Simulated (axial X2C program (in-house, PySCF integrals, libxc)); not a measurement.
# What spin–orbit coupling does to HfP

Calculated with an axial X2C code built on PySCF integrals. Spin-free means the one-electron spin-free X2C Hamiltonian; two-component (2c) means X2C with spin–orbit coupling and atomic mean-field two-electron Coulomb and Gaunt terms, so the difference of the two also holds small scalar two-electron terms. Basis: Hf dyall-cv3z [13s14p9d7f4g], P dyall-v3z [8s7p2d1f] (cores contracted in-house); Gaussian nuclei, density fitting, unrestricted open shells. Masses: Hf 179.947 u, P 30.974 u.

Spin-free state: M_S = 1/2, Λ = 0 (beyond evenly filled blocks: σα); fragments Hf + P.

```tsv
level	Re (Å)	ωe (cm⁻¹)	De (eV)	μ (D)
TPSSh	2.190	510.8	4.159	-5.15
```

Dipoles are positive if P is the positive end.

Two-component determinant lowest at the distance of the search:

Ω = 1/2 (⟨Sz⟩ = 0.50, ⟨Lz⟩ = 0.00 at TPSSh); fragments Hf + P.

| level | Re (Å) | ωe (cm⁻¹) | μ (D) |
| --- | --- | --- | --- |
| TPSSh | 2.190 | 509.5 | -5.13 |

Problem. From the two tables, how do the constants change at the TPSSh level (2c against spin-free)?

Solution. At the TPSSh level Re is unchanged within 0.001 Å and ωe goes down by 1.3 cm⁻¹.

The state is a single determinant with fixed occupations, the lowest that a limited PBE0 search found. Dissociation energies refer to the lowest single-determinant-based atoms at the same level and basis. De is not given where an atomic determinant may have missed its ground term or J level, or where the truncated virtual space spoils (T). Density functionals use the spin component along the axis (collinear). The functionals have no current-density term, which raises determinants with orbital currents, atoms included. The determinant is spin-polarised beyond a pure state at some levels (its spin-free form has ⟨S²⟩ too high), which makes Re and μ there less reliable.
